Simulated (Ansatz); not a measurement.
BH3O (SMILES BO) moved off its minimum; all values from Ansatz (a program for electronic structure), cores frozen in correlated methods.
(charge 0, multiplicity 1)
```xyz
5

B     -0.4602    -0.5312     0.0464
H     -0.3273    -1.3423     0.9530
H     -1.2067    -0.6926    -0.7768
O      0.3228     0.4415     0.0083
H      0.4098     1.0244    -0.7785
```

Give the forces (eV/Å), the total energy and the dipole at CCSD(T)/aug-cc-pVTZ.


```csv
atom,Fx,Fy,Fz
B1,-2.376,-4.870,1.464
H2,-0.200,0.488,-0.209
H3,-1.603,-0.469,-1.547
O4,4.758,5.597,-0.612
H5,-0.579,-0.747,0.904
```
Energy -101.7384 hartree, dipole 1.90 D.
